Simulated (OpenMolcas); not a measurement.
O IV: the spin-orbit constant, worked from levels

```json
{
 "Program": "OpenMolcas",
 "Basis": "ANO-L-VQZP [5s4p3d2f]",
 "Scalar Hamiltonian": "non-relativistic, point nucleus",
 "Active space": "3 electrons in 4 orbitals (2s 2p)",
 "State averaging": "2S+1 = 4 odd, 1 root (0 in the spin-orbit step); 2S+1 = 2 odd, 3 roots; 2S+1 = 4 even, 3 roots; 2S+1 = 2 even, 5 roots",
 "Spin-orbit coupling": "RASSI with atomic mean-field integrals over the reference wave functions, term energies averaged over their components"
}
```

Methods: CASSCF; SS-CASPT2, IPEA 0.25 Eh, imaginary shift 0.1 Eh (closed shells correlated: 1s). Measured levels: Moore, Selected Tables of Atomic Spectra, NSRDS-NBS 3, section 10.

**The spin-orbit constant.** For the Hund term 2P* of p1, E(J) = (A/2) J(J+1) + constant and ζ = 2S·A = A. From J = 1/2 to J = 3/2 the energy changes by 1.5 A.

| Source | E(3/2) - E(1/2) | A | ζ |
| --- | --- | --- | --- |
| CASSCF | 365.4 | 243.6 | 244 |
| SS-CASPT2 | 365.4 | 243.6 | 244 |
| measured | 385.9 | 257.3 | 257 |

All in cm-1. SS-CASPT2 is off by -5.3 % and CASSCF by -5.3 %. Both methods take the spin-orbit matrix elements from the reference wave functions, so the second can move ζ only through the term energies and any multistate remixing.

Computed and measured levels are paired by configuration, term and J; levels that our copy of the source lacks, or whose pairing is in doubt (as where it misses far off the trend of its configuration), stay unpaired and out of the deviations. Only configurations of the active space appear.

* marks odd parity.
